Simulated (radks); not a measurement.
Pd4+, configuration [Kr] 4d6. Calculated with a radial shooting solver on a logarithmic mesh with Libxc functionals: Dirac Kohn-Sham, PBE, spin-unpolarised, spherical densities, finite nucleus; open shells fill j = l - 1/2 first; Fermi nuclear charge, rms radius 4.5318 fm.

Normalised radial functions P(r) = r R(r) (large component), r in bohr:

| r | 4p1/2 |
|---|---|
| 0.002731 | 0.0067 |
| 0.003104 | 0.0081 |
| 0.003556 | 0.0099 |
| 0.004042 | 0.0121 |
| 0.00463 | 0.0149 |
| 0.005263 | 0.0182 |
| 0.005981 | 0.0222 |
| 0.006853 | 0.0274 |
| 0.007788 | 0.0335 |
| 0.008923 | 0.0415 |
| 0.01014 | 0.0506 |
| 0.01153 | 0.0616 |
| 0.01321 | 0.0757 |
| 0.01501 | 0.0916 |
| 0.0172 | 0.1117 |
| 0.01954 | 0.1338 |
| 0.02221 | 0.1592 |
| 0.02545 | 0.1899 |
| 0.02892 | 0.2219 |
| 0.03314 | 0.2586 |
| 0.03766 | 0.2945 |
| 0.04315 | 0.3320 |
| 0.04904 | 0.3641 |
| 0.05574 | 0.3898 |
| 0.06386 | 0.4052 |
| 0.07258 | 0.4036 |
| 0.08315 | 0.3789 |
| 0.0945 | 0.3292 |
| 0.1074 | 0.2505 |
| 0.1231 | 0.1344 |
| 0.1399 | -0.0020 |
| 0.1602 | -0.1665 |
| 0.1821 | -0.3253 |
| 0.2086 | -0.4769 |
| 0.2371 | -0.5806 |
| 0.2695 | -0.6240 |
| 0.3088 | -0.5845 |
| 0.3509 | -0.4579 |
| 0.4021 | -0.2330 |
| 0.457 | 0.0441 |
| 0.5194 | 0.3526 |
| 0.595 | 0.6708 |
| 0.6763 | 0.9198 |
| 0.7748 | 1.0933 |
| 0.8806 | 1.1511 |
| 1.001 | 1.1073 |
| 1.147 | 0.9708 |
| 1.303 | 0.7904 |
| 1.493 | 0.5820 |
| 1.697 | 0.4006 |
| 1.944 | 0.2444 |
| 2.21 | 0.1390 |
| 2.511 | 0.0711 |
| 2.877 | 0.0305 |
| 3.27 | 0.0120 |
| 3.747 | 0.0037 |
| 4.258 | 0.0010 |

4p1/2: eigenvalue -111.23 eV, 2 radial nodes at r = 0.140, 0.448 bohr, <r> = 0.994 bohr, 90 % of the charge inside 1.46 bohr.
